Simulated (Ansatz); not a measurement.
One change: `B/C=[CH]\[GaH][SiH3]` becomes `B/C=C/O[SiH3]`.

Ansatz, PBE0-D4/def2-TZVP geometries, multiplicity 1. Each molecule was computed in one conformer, which needn't be the lowest.

Scalar relativity is left out up to krypton.

| property | `B/C=[CH]\[GaH][SiH3]` |
| --- | --- |
| size of the dipole moment (B3LYP/def2-TZVPP) / D | 1.40 |
| HOMO energy (PBE/def2-TZVPP) / eV | -6.25 |
| HOMO energy (PBE0/def2-TZVPP) / eV | -7.28 |
| LUMO energy (B3LYP/def2-TZVPP) / eV | -2.64 |
| LUMO energy (PBE/def2-TZVPP) / eV | -3.44 |
| HOMO energy (B3LYP/def2-TZVPP) / eV | -7.09 |

Q: What does the change do to each property? (An estimate is asked.)

A: Computed: 
| property | `B/C=C/O[SiH3]` | shift |
| --- | --- | --- |
| size of the dipole moment (B3LYP/def2-TZVPP) / D | 2.85 | 1.45 |
| HOMO energy (PBE/def2-TZVPP) / eV | -6.52 | -0.27 |
| HOMO energy (PBE0/def2-TZVPP) / eV | -7.56 | -0.28 |
| LUMO energy (B3LYP/def2-TZVPP) / eV | -1.77 | 0.87 |
| LUMO energy (PBE/def2-TZVPP) / eV | -2.52 | 0.92 |
| HOMO energy (B3LYP/def2-TZVPP) / eV | -7.34 | -0.25 |

With PBE0 the HOMO falls by 0.28 eV and the LUMO rises by 0.89 eV, so the gap widens by about 1.17 eV. PBE moves the HOMO by -0.27 eV and ωB97M-V by -0.43 eV. Dipoles are sizes alone; their direction can turn.

B3LYP here is the variant with VWN-RPA as its local correlation; programs differ in this.
